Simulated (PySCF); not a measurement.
# Levels of Er(37+) from EOM-EA-GCCSD

Reference: closed-shell Er(38+), [Ar] 3d10 4s2; one electron is added. Calculated with PySCF 2.14, two-component X2C-1e with screened spin-orbit coupling, an even-tempered Gaussian basis (19 s from 1.8 bohr⁻², ratio 2.6; 15 p from 2.4 bohr⁻², ratio 2.6; 10 d from 2.4 bohr⁻², ratio 2.6; 6 f from 2.4 bohr⁻², ratio 2.8); frozen [Ar]; the 94 highest virtual spinors dropped; of the others 68 kept and the rest restored at second order. No Breit or QED terms. Binding energies in eV.

```json
{"level": "4p1/2", "Koopmans": "1677.8", "second order": "1679.5", "EOM-CCSD": "1679.2"}
{"level": "4p3/2", "Koopmans": "1614.7", "second order": "1616.6", "EOM-CCSD": "1616.5"}
```

For comparison, the ionisation energy of Er(37+) is 1678 ± 4 eV (theoretical estimate listed by NIST; NIST Atomic Spectra Database, ionization energies).
